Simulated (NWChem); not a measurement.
System: SiHF cation, doublet; SMILES of the neutral closed-shell parent [SiH]F

```xyz
3

Si     0.0930     0.5592     0.0000
H     -1.2630     1.2541     0.0000
F     -0.0043    -1.0092     0.0000
```
Atoms are numbered in this order, from 1.

Computed with NWChem. Spin-unrestricted. Medium grid unless said otherwise, to which SCAN and Minnesota functionals are sensitive. In the optimisation the excess spin sits in a' (Cs, its own frame). Coordinates come from a PBE0/def2-SVP, spin-unrestricted optimisation. The spin multiplicity was typed, not searched, and may not be the lowest. No stability test was run on the SCF state.

For level M05-2X/def2-TZVP:

| Property | Value |
|---|---|
| highest occupied level (eV) | -16.81 |
| lowest empty minus highest occupied level, either spin (eV) | 5.67 |

Problem. Estimate the same quantities for level PBE0/def2-TZVP.

Solution. 
- highest occupied level (eV): -15.72
- lowest empty minus highest occupied level, either spin (eV): 4.21
